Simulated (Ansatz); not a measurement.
# Molecular dynamics of C₂H₆BNS₂

The input (input.yaml):

```yaml
crystal:
  periodic: [false, false, false]
  atoms:
    - { symbol: C, position_ang: [0.393863, -0.307532, 1.593722] }
    - { symbol: C, position_ang: [0.278185, 0.458069, 0.319578] }
    - { symbol: S, position_ang: [1.241315, 1.803865, -0.065237] }
    - { symbol: S, position_ang: [1.638011, -0.229759, -1.815104] }
    - { symbol: B, position_ang: [-0.033536, -0.123245, -1.123191] }
    - { symbol: "N", position_ang: [-1.252558, -0.524884, -1.669207] }
    - { symbol: H, position_ang: [1.037728, -1.17748, 1.379242] }
    - { symbol: H, position_ang: [-0.582394, -0.697639, 1.920662] }
    - { symbol: H, position_ang: [0.854954, 0.281474, 2.398353] }
    - { symbol: H, position_ang: [-0.053321, 1.827736, 0.889412] }
    - { symbol: H, position_ang: [-2.135583, -0.484673, -1.180362] }
    - { symbol: H, position_ang: [-1.309763, -0.881133, -2.613967] }
basis:
  gaussian: { orbitals: def2-SVP }
hamiltonian:
  xc: pbe0
  dispersion: d4
md:
  timestep: 0.5
  n_steps: 200
  ensemble: nve
  temperature: 300.0
  initial_velocities: maxwell_boltzmann
  seed: 8400
```

Run as:

```bash
$ ansatz run input.yaml --threads 2 --pin off --max-ram 3072MiB --backend cpu --events-out ev --progress --plain --runs-dir out
```

It starts at the highest image of a converged band. Of that band: Neighbouring images differ by up to 2.6 eV, so the band resolves the path poorly. A vibrational analysis at the climbing image gives one clearly imaginary mode, 1694i cm⁻¹: a first-order saddle point.

Output, in part (step lines, the closing report, with atoms numbered from 0):

```
md step     0: t =     0.00 fs  T =   300.0 K  F+E_penalty+E_count = -25984.80017088 eV  E_kin = 0.387780 eV  conserved = -25984.41239088 eV  (36 SCF iters)
[... lines left out ...]
Total energy: -25985.98459096 eV, -954.9673197847 hartree
Atom 0 at     0.659471    -0.240469     1.516958 Å, force     0.969749    -1.934635    -1.452400 eV/Å
Atom 1 at    -0.131667     0.496160     0.466402 Å, force     1.927368    -1.193492    -0.939325 eV/Å
Atom 2 at     1.249799     1.781682    -0.164920 Å, force    -1.620225    -2.099233    -1.267148 eV/Å
Atom 3 at     1.617242    -0.288371    -1.705072 Å, force     0.600779     1.883764     1.211758 eV/Å
Atom 4 at    -0.040826    -0.196986    -0.989730 Å, force     1.216347     1.309609     1.798756 eV/Å
Atom 5 at    -1.140618    -0.297816    -1.759354 Å, force    -1.259404    -1.115668    -2.029648 eV/Å
Atom 6 at     1.485374    -0.562577     0.821108 Å, force     0.383735     0.131379     1.456400 eV/Å
Atom 7 at     0.253795    -1.233558     1.766783 Å, force    -0.662763     0.105257     0.266825 eV/Å
Atom 8 at     1.049905     0.202814     2.438273 Å, force    -0.195207     0.591089    -0.117616 eV/Å
Atom 9 at    -1.212872     0.474581     0.575088 Å, force    -0.548934     1.994454     0.653792 eV/Å
Atom 10 at    -2.075361    -0.413946    -1.444267 Å, force    -0.895514     0.180756     0.601525 eV/Å
Atom 11 at    -1.057056    -0.646744    -2.706213 Å, force     0.084069     0.146720    -0.182919 eV/Å
Dipole moment:    -0.662770    -0.312016    -0.069306 e Å
```

The steps, from the saved trajectory:

| time (fs) | T (K) | potential energy less start (eV) | conserved less start (meV/atom) |
| --- | --- | --- | --- |
| 0.0 | 300 | 0.000 | 0.00 |
| 3.0 | 211 | 0.117 | 0.11 |
| 6.0 | 178 | 0.158 | 0.08 |
| 9.0 | 255 | 0.059 | 0.12 |
| 12.0 | 626 | -0.419 | 0.18 |
| 15.0 | 1457 | -1.497 | -0.11 |
| 18.0 | 2038 | -2.250 | -0.26 |
| 21.0 | 1719 | -1.834 | -0.04 |
| 24.0 | 1317 | -1.312 | 0.14 |
| 27.0 | 1395 | -1.421 | -0.45 |
| 30.0 | 1551 | -1.621 | -0.37 |
| 33.0 | 1702 | -1.813 | -0.04 |
| 36.0 | 1649 | -1.743 | 0.03 |
| 39.0 | 1866 | -2.030 | -0.52 |
| 42.0 | 1163 | -1.115 | 0.05 |
| 45.0 | 808 | -0.656 | 0.10 |
| 48.0 | 1012 | -0.920 | 0.07 |
| 51.0 | 1636 | -1.727 | -0.02 |
| 54.0 | 2001 | -2.203 | -0.31 |
| 57.0 | 1708 | -1.819 | 0.06 |
| 60.0 | 1777 | -1.911 | -0.16 |
| 63.0 | 1456 | -1.491 | 0.29 |
| 66.0 | 1701 | -1.814 | -0.29 |
| 69.0 | 1541 | -1.603 | 0.05 |
| 72.0 | 1728 | -1.847 | -0.11 |
| 75.0 | 1506 | -1.560 | -0.13 |
| 78.0 | 1034 | -0.949 | -0.04 |
| 81.0 | 897 | -0.771 | 0.10 |
| 84.0 | 1178 | -1.135 | -0.06 |
| 87.0 | 1360 | -1.371 | -0.03 |
| 90.0 | 1159 | -1.111 | -0.04 |
| 93.0 | 886 | -0.756 | 0.05 |
| 96.0 | 884 | -0.757 | -0.17 |
| 99.0 | 974 | -0.870 | 0.05 |

All steps were run. The conserved energy stayed within 0.57 meV per atom of its start (net change -0.27 meV per atom), so the integration is sound. The system heated up, since it started high on the potential surface and ran downhill. A run of 0.1 ps of so small a system gives no equilibrium averages. The orbitals stay closed-shell, which can raise the energy where a bond breaks towards radicals; this wasn't checked here.

The step under study would form S3–H10 and break C2–H10. These pairs go: S3–H10 1.61 → 2.88 Å, C2–H10 1.52 → 1.09 Å. In the last frame they stand as before the step (other bonds may differ from the relaxed reactants and products). It ends as one piece, C2H6BNS2. Pairs count as bonded within 1.25 times the sum of covalent radii (0.12 Å more for H–H).

Last frame:

```xyz
12
Properties=species:S:1:pos:R:3
C 0.659 -0.240 1.517
C -0.132 0.496 0.466
S 1.250 1.782 -0.165
S 1.617 -0.288 -1.705
B -0.041 -0.197 -0.990
N -1.141 -0.298 -1.759
H 1.485 -0.563 0.821
H 0.254 -1.234 1.767
H 1.050 0.203 2.438
H -1.213 0.475 0.575
H -2.075 -0.414 -1.444
H -1.057 -0.647 -2.706
```

The run took 11 min on 2 threads of Arm Neoverse V2 (shared host), peak memory 0.31 GiB.
